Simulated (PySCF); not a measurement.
Sb2, charge -1, doublet, at a GFN2-xTB geometry (a state made from the parent by changing its charge; the spin is typed, not shown lowest) (core potentials on Sb) (in this run its highest filled SCF level lies above zero, so its values depend strongly on the basis, on diffuse functions most of all), with bond 2-1 at 1.5 times its length; PBE0/def2-SVP (PySCF).

PySCF was given this input:
```python
from pyscf import gto, scf, dft

mol = gto.M(
    atom='''
Sb   -0.000000   -0.000000   -1.260456
Sb    0.000000    0.000000    2.520912
''',
    basis='def2-svp',
    ecp={'Sb': 'def2-svp'},
    charge=-1,
    spin=1,
    verbose=5,
)

mf = dft.UKS(mol)
mf.xc = 'pbe0'
mf.kernel()
mo_i, mo_e, stable_i, stable_e = mf.stability(internal=True, external=False, return_status=True, nroots=6, tol=1e-6)
print('internally stable:', stable_i, ' externally stable:', stable_e)
if not stable_i:
    umf = mf.copy()
    umf.scf_summary = {}
    umf.kernel(umf.make_rdm1(mo_i, mf.mo_occ))
```

The log (banner, timings and long lists left out):

```
PySCF version 2.14.0

[INPUT] verbose = 5
[INPUT] max_memory = 4000
[INPUT] num. atoms = 2
[INPUT] num. electrons = 47
[INPUT] charge = -1
[INPUT] spin (= nelec alpha-beta = 2S) = 1
[INPUT] symmetry False subgroup None
[INPUT] Mole.unit = angstrom
[INPUT] Symbol           X                Y                Z      unit          X                Y                Z       unit  Magmom
[...]
[INPUT] ---------------- BASIS SET ----------------
[INPUT] l, kappa, [nprim/nctr], expnt,             c_1 c_2 ...
[INPUT] Sb
[...]
                                22.689478596      -0.15027605583
                                18.391547037      0.35915813039
                                7.6406271414      -0.74805091065
                                1.9052000235      0.92017581656
                                0.93007107773     0.46754079597
[...]
                                1.4680242769      0.35289492025
[...]
                                10.052739237      -0.4151114934
                                1.2682183726      0.74197972626
                                0.57196620929     0.1558077275
[...]
                                18.504059617      -0.005495297201
                                3.9156032308      0.27988806353
                                1.7142196009      0.51273377761
                                0.69675478242     0.33288802736
[...]
nuclear repulsion = 74.030018918201
number of shells = 20
number of NR pGTOs = 122
number of NR cGTOs = 52
basis = def2-svp
ecp = {'Sb': 'def2-svp'}

******** <class 'pyscf.dft.uks.UKS'> ********
method = UKS
initial guess = minao
damping factor = 0
level_shift factor = 0
DIIS = <class 'pyscf.scf.diis.CDIIS'>
diis_start_cycle = 1
diis_space = 8
diis_damp = 0
SCF conv_tol = 1e-09
SCF conv_tol_grad = None
SCF max_cycles = 50
direct_scf = True
direct_scf_tol = 1e-13
number electrons alpha = 24  beta = 23
XC library pyscf.dft.libxc version 7.1.2
    S. Lehtola, C. Steigemann, M. J. T. Oliveira, and M. A. L. Marques,  SoftwareX 7, 1–5 (2018)
XC functionals = pbe0
    C. Adamo and V. Barone,  J. Chem. Phys. 110, 6158 (1999)
    M. Ernzerhof and G. E. Scuseria,  J. Chem. Phys. 110, 5029 (1999)
radial grids:
    Treutler-Ahlrichs [JCP 102, 346 (1995); DOI:10.1063/1.469408] (M4) radial grids

becke partition: Becke, JCP 88, 2547 (1988); DOI:10.1063/1.454033
pruning grids: <function nwchem_prune>
grids dens level: 3
symmetrized grids: False
atomic radii adjust function: <function treutler_atomic_radii_adjust>
[...]
converged SCF energy = -480.456672519764  <S^2> = 0.75224866  2S+1 = 2.0022474
<class 'pyscf.dft.uks.UKS'> wavefunction has an internal instability
internally stable: False  externally stable: None
[...]
  1.83444787e+01  1.84153010e+01  5.44325473e+01  5.45339351e+01]
multiplicity <S^2> = 2.0841276  2S+1 = 3.0555704
nelec by numeric integration = [24.00000184 23.00000118]
E1 = -996.696030658661  E2 = 442.17405146972607  Ecoul = 481.09099992848576  Exc = -38.91694845875968
cycle= 13 E= -480.491960270734  delta_E= -1.98e-10  |g|= 1e-06  |ddm|= 8.92e-05
  alpha mo_energy =
[-5.58993455e+00 -5.54863099e+00 -3.80937438e+00 -3.80706896e+00
 -3.80572084e+00 -3.77090755e+00 -3.76768706e+00 -3.75932289e+00
 -1.14584280e+00 -1.14543832e+00 -1.14419265e+00 -1.14214299e+00
 -1.14200564e+00 -1.10642065e+00 -1.10623924e+00 -1.09875630e+00
 -1.09613959e+00 -1.09414119e+00 -3.75571758e-01 -2.77682574e-01
 -6.79617110e-02 -6.29275972e-02 -5.79878994e-02  1.35467102e-02
  8.73654930e-02  9.31928742e-02  3.29119697e-01  3.93506419e-01
  4.36721783e-01  4.39118262e-01  4.59404723e-01  4.77491509e-01
  4.77661466e-01  4.96494189e-01  4.96616664e-01  5.08676274e-01
  5.26042365e-01  5.29994141e-01  5.32642339e-01  5.85998043e-01
  5.90059096e-01  6.07201836e-01  6.15965344e-01  7.85327989e-01
  1.82298190e+01  1.82320854e+01  1.83173120e+01  1.83199476e+01
  1.83398096e+01  1.84179360e+01  5.44304239e+01  5.45340031e+01]
  beta  mo_energy =
[-5.58395993e+00 -5.55165933e+00 -3.80254806e+00 -3.80084702e+00
 -3.80078226e+00 -3.77468805e+00 -3.77335451e+00 -3.75906929e+00
 -1.13653627e+00 -1.13610548e+00 -1.13591568e+00 -1.13442916e+00
 -1.13439832e+00 -1.11341670e+00 -1.11340368e+00 -1.10103302e+00
 -1.09989868e+00 -1.09625006e+00 -3.27090312e-01 -2.92122219e-01
 -3.69417614e-02 -3.27467244e-02  4.19565747e-03  6.45127898e-02
  6.63901788e-02  8.30438459e-02  3.44490335e-01  3.93185101e-01
  4.52948127e-01  4.65894882e-01  4.84712875e-01  4.86334779e-01
  5.00942378e-01  5.05247768e-01  5.25805737e-01  5.28492193e-01
  5.42062463e-01  5.52511181e-01  5.56336805e-01  5.71846894e-01
  5.72068593e-01  6.04163708e-01  6.14506562e-01  7.87888876e-01
  1.82361472e+01  1.82409758e+01  1.83133639e+01  1.83227437e+01
  1.83444785e+01  1.84153013e+01  5.44325471e+01  5.45339355e+01]
multiplicity <S^2> = 2.0841267  2S+1 = 3.0555698
nelec by numeric integration = [24.00000184 23.00000118]
E1 = -996.6960314001541  E2 = 442.1740522112245  Ecoul = 481.0910003775198  Exc = -38.91694816629531
Extra cycle  E= -480.491960270729  delta_E= 5.23e-12  |g|= 2.13e-06  |ddm|= 7.01e-06
converged SCF energy = -480.491960270729  <S^2> = 2.0841267  2S+1 = 3.0555698
```
